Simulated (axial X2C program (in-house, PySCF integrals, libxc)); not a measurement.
Spin–orbit effects down a group: homonuclear dimers (ions), CCSD(T)

Calculated with an in-house relativistic program for diatomic molecules, spin-free (one-electron X2C) or two-component (2c: spin–orbit coupling with atomic mean-field Coulomb and Gaunt terms, which also bring small scalar terms), in Dyall basis sets with cores contracted in-house; open shells are unrestricted.

Basis sets: Al dyall-v3z, Ga dyall-cv3z, In dyall-cv3z. Frozen shells (counts by l): Al₂⁺ Al 2s1p, 5 electrons correlated; Ga₂⁺ Ga 3s2p1d, 5 electrons correlated; In₂⁺ In 4s3p2d, 5 electrons correlated. Coupled cluster in natural virtuals with an MP2 remainder. Where the outer core of a metal is frozen, bonds come out longer and ionisation energies lower.

```csv
molecule,spin-free state,Re (Å),ωe (cm⁻¹),De (eV),2c state,Re 2c (Å),ωe 2c (cm⁻¹),De 2c (eV)
Al₂⁺,"M_S = 1/2, Λ = 0",3.214,167.6,1.39,Ω = 1/2,3.214,167.6,1.39
Ga₂⁺,"M_S = 1/2, Λ = 0",3.244,99.6,1.34,Ω = 1/2,3.246,99.6,1.29
In₂⁺,"M_S = 1/2, Λ = 0",3.594,70.9,1.24,Ω = 1/2,3.595,70.8,1.09
```

Fragments in 2c: Al+ + Al, Ga+ + Ga, In+ + In. Each entry is the lowest single determinant of a limited PBE0 search at one distance. De goes to single-determinant-based atoms at the same level (for ions the charge split of lowest energy) and is withheld (n/a) where an atom does not fit its ground term or J level. Main or longest-lived isotopes.
